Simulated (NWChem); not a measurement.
System: BHClF; SMILES ClBF

The following NWChem deck was run.

```
start job
memory heap 200 mb stack 900 mb global 1100 mb
geometry units angstroms
  B     -0.535149    -0.557154     0.000000
  H     -1.722157    -0.746523     0.000000
  F      0.294750    -1.572484     0.000000
  Cl     0.116693     1.061621     0.000000
end
basis spherical
  B library 6-31g*
  H library 6-31g*
  F library 6-31g*
  Cl library 6-31g*
end
dft
  xc b3lyp
  iterations 150
end
driver
  maxiter 120
end
task dft optimize
task dft freq
```

Output (shortened):

```
             Northwest Computational Chemistry Package (NWChem) 7.3.0
             --------------------------------------------------------

 CS  symmetry detected

                             Geometry "geometry" -> ""
                             -------------------------

 Output coordinates in angstroms (scale by  1.889725989 to convert to a.u.)

  No.       Tag          Charge          X              Y              Z
 ---- ---------------- ---------- -------------- -------------- --------------
    1 B                    5.0000    -0.54195918    -0.56911169     0.00000000
    2 H                    1.0000    -1.72875102    -0.75983071     0.00000000
    3 F                    9.0000     0.28909416    -1.58349707     0.00000000
    4 Cl                  17.0000     0.10804115     1.05040369     0.00000000

 Effective nuclear repulsion energy (a.u.)      82.4760267378

      Symmetry information
      --------------------

 Group name             Cs
 Group number              2
 Group order               2
 No. of unique centers     4

                                Z-matrix (autoz)
                                --------

 Units are Angstrom for bonds and degrees for angles

      Type          Name      I     J     K     L     M      Value
      ----------- --------  ----- ----- ----- ----- ----- ----------
    1 Stretch                  1     2                       1.20202
    2 Stretch                  1     3                       1.31135
    3 Stretch                  1     4                       1.74509
    4 Bend                     2     1     3               120.19721
    5 Bend                     2     1     4               120.99775
    6 Bend                     3     1     4               118.80504
    7 Torsion                  2     1     3     4         180.00000
    8 Torsion                  2     1     4     3         180.00000
    9 Torsion                  3     1     2     4         180.00000
   10 Torsion                  2     4     1     3         180.00000
   11 Torsion                  3     2     1     4         180.00000
   12 Torsion                  2     3     1     4         180.00000

                           NWChem Geometry Optimization
                           ----------------------------

 maximum gradient threshold         (gmax) =   0.000450
 rms gradient threshold             (grms) =   0.000300
 maximum cartesian step threshold   (xmax) =   0.001800
 rms cartesian step threshold       (xrms) =   0.001200
 fixed trust radius                (trust) =   0.300000
 source of zmatrix                         =   autoz

          -------------------
          Energy Minimization
          -------------------

 Using diagonal initial Hessian
 Scaling for Hessian diagonals: bonds = 1.00  angles = 0.25  torsions = 0.10

          --------
          Step   0

                                 NWChem DFT Module
                                 -----------------

 Summary of "ao basis" -> "ao basis" (spherical)
 ------------------------------------------------------------------------------
       Tag                 Description            Shells   Functions and Types
 ---------------- ------------------------------  ------  ---------------------
 B                           6-31g*                  6       14   3s2p1d
 H                           6-31g*                  2        2   2s
 F                           6-31g*                  6       14   3s2p1d
 Cl                          6-31g*                  8       18   4s3p1d

      Symmetry analysis of basis
      --------------------------

        a'         35
        a"         13

            General Information
            -------------------
          SCF calculation type: DFT
          Wavefunction type:  closed shell.
          No. of atoms     :     4
          No. of electrons :    32
           Alpha electrons :    16
            Beta electrons :    16
          Charge           :     0
          Spin multiplicity:     1
          Use of symmetry is: on ; symmetry adaption is: on
          Maximum number of iterations: 150
          AO basis - number of functions:    48
                     number of shells:    22
          Convergence on energy requested:  1.00D-06
          Convergence on density requested:  1.00D-05
          Convergence on gradient requested:  5.00D-04

              XC Information
              --------------
                         B3LYP Method XC Potential
                     Hartree-Fock (Exact) Exchange  0.200
                        Slater Exchange Functional  0.800 local
                    Becke 1988 Exchange Functional  0.720 non-local
              Lee-Yang-Parr Correlation Functional  0.810
                  VWN I RPA Correlation Functional  0.190 local

[...]

      ----------------------
      Optimization converged
      ----------------------

  Step       Energy      Delta E   Gmax     Grms     Xrms     Xmax
  ---- ---------------- -------- -------- -------- -------- --------
@    3    -585.57668360 -1.3D-06  0.00018  0.00008  0.00068  0.00156
                                     ok       ok       ok       ok

                                Z-matrix (autoz)
                                --------

 Units are Angstrom for bonds and degrees for angles

      Type          Name      I     J     K     L     M      Value     Gradient
      ----------- --------  ----- ----- ----- ----- ----- ---------- ----------
    1 Stretch                  1     2                       1.18749   -0.00018
    2 Stretch                  1     3                       1.31632   -0.00008
    3 Stretch                  1     4                       1.75769   -0.00015
    4 Bend                     2     1     3               120.45783   -0.00005
    5 Bend                     2     1     4               120.43857    0.00005
    6 Bend                     3     1     4               119.10359   -0.00001
    7 Torsion                  2     1     3     4         180.00000    0.00000
    8 Torsion                  2     1     4     3         180.00000    0.00000
    9 Torsion                  3     1     2     4         180.00000    0.00000
   10 Torsion                  2     4     1     3         180.00000    0.00000
   11 Torsion                  3     2     1     4         180.00000    0.00000
   12 Torsion                  2     3     1     4         180.00000    0.00000

                         Geometry "geometry" -> "geometry"
                         ---------------------------------

 Output coordinates in angstroms (scale by  1.889725989 to convert to a.u.)

  No.       Tag          Charge          X              Y              Z
 ---- ---------------- ---------- -------------- -------------- --------------
    1 B                    5.0000    -0.54533310    -0.57371346     0.00000000
    2 H                    1.0000    -1.71890766    -0.75499527     0.00000000
    3 F                    9.0000     0.28731039    -1.59322133     0.00000000
    4 Cl                  17.0000     0.10335548     1.05989428     0.00000000

 Effective nuclear repulsion energy (a.u.)      82.0409932538

      Symmetry information
      --------------------

 Group name             Cs
 Group number              2
 Group order               2
 No. of unique centers     4

                Final and change from initial internal coordinates
                --------------------------------------------------

                                Z-matrix (autoz)
                                --------

 Units are Angstrom for bonds and degrees for angles

[...]

 Rotational Constants
 --------------------
 A=   2.064282 cm-1  (  2.969976 K)
 B=   0.183826 cm-1  (  0.264479 K)
 C=   0.168795 cm-1  (  0.242853 K)

 Temperature                      =   298.15K
 frequency scaling parameter      =   1.0000

 Zero-Point correction to Energy  =   10.379 kcal/mol  (  0.016541 au)
 Thermal correction to Energy     =   12.459 kcal/mol  (  0.019855 au)
 Thermal correction to Enthalpy   =   13.051 kcal/mol  (  0.020799 au)

 Total Entropy                    =   62.614 cal/mol-K
   - Translational                =   38.462 cal/mol-K (mol. weight =  65.9844)
   - Rotational                   =   22.738 cal/mol-K (symmetry #  =        1)
   - Vibrational                  =    1.415 cal/mol-K

 Cv (constant volume heat capacity) =    9.021 cal/mol-K
   - Translational                  =    2.979 cal/mol-K
   - Rotational                     =    2.979 cal/mol-K
   - Vibrational                    =    3.062 cal/mol-K

[normal modes left out]

 ----------------------------------------------------------------------------
 Normal Eigenvalue ||           Projected Infra Red Intensities
  Mode   [cm**-1]  || [atomic units] [(debye/angs)**2] [(KM/mol)] [arbitrary]
 ------ ---------- || -------------- ----------------- ---------- -----------
    1       -0.000 ||    0.002081           0.048         2.029       0.363
    2       -0.000 ||    0.000196           0.005         0.191       0.034
    3       -0.000 ||    0.000204           0.005         0.199       0.036
    4        0.000 ||    0.000147           0.003         0.143       0.026
    5        0.000 ||    0.000114           0.003         0.111       0.020
    6        0.000 ||    0.000004           0.000         0.004       0.001
    7      398.040 ||    0.004751           0.110         4.631       0.829
    8      804.672 ||    0.109641           2.530       106.883      19.136
    9      863.041 ||    0.044937           1.037        43.807       7.843
   10     1120.635 ||    0.046182           1.065        45.020       8.060
   11     1337.919 ||    0.370354           8.544       361.039      64.639
   12     2739.689 ||    0.108940           2.513       106.200      19.014
 ----------------------------------------------------------------------------
```

Level: B3LYP/6-31G* (spherical d).
